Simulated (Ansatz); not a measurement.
Molecule: C$_{3}$H$_{5}$O$_{2}$, charge 0, multiplicity 2. It need not be the lowest isomer of its formula. SMILES: [CH2]COC=O
Geometry from a B3LYP-D3(BJ)/def2-TZVP (Ansatz, a quantum-chemistry and plane-wave program) optimisation:
```
C
H 1 1.0936
H 1 1.0987 2 106.28
O 1 1.4491 2 109.03 3 116.01
C 4 1.3370 1 116.01 2 -60.40
O 5 1.1993 4 126.02 1 0.31
H 5 1.0983 6 124.89 4 -179.93
C 1 1.4725 2 112.32 3 -123.57
H 8 1.0798 1 119.66 2 40.19
H 8 1.0798 9 119.47 1 -171.78
```
Charge 0, spin multiplicity 2.

Quantity: atomisation energy (electronic, to ground-state atoms), in kJ/mol. Valence correlation only, unless marked. Open shells are spin-unrestricted. Spin-orbit coupling is left out. No relativistic terms. The coupled-cluster limit lacks core correlation, which all-electron functionals hold. Basis-set limits of correlation are two-point, X^-3; Hartree-Fock from the larger set. [CCSD(T)-MP2]/basis is that difference in the basis named.

| level | program | atomisation energy (kJ/mol) |
|---|---|---|
| HF/6-31G | Ansatz | 2568.9 |
| BLYP-D3(BJ)/def2-TZVPD | Ansatz + dftd3 | 4097.0 |
| B3LYP/def2-TZVPD | Ansatz | 4049.2 |
| PBE0/STO-3G | Ansatz | 4488.5 |
| PBE0/6-31G* | Ansatz | 4095.9 |
| PBE0/def2-SVP | Ansatz | 4140.3 |
| BHLYP-D3(BJ)/def2-TZVPD | Ansatz + dftd3 | 3909.1 |

Task: Predict the RI-MP2/CBS(cc-pVTZ,cc-pVQZ)+[CCSD(T)-MP2]/cc-pVTZ result (Ansatz).

Result: 4065.2 kJ/mol, so BHLYP-D3(BJ)/def2-TZVPD differs from it by -156.1 kJ/mol.
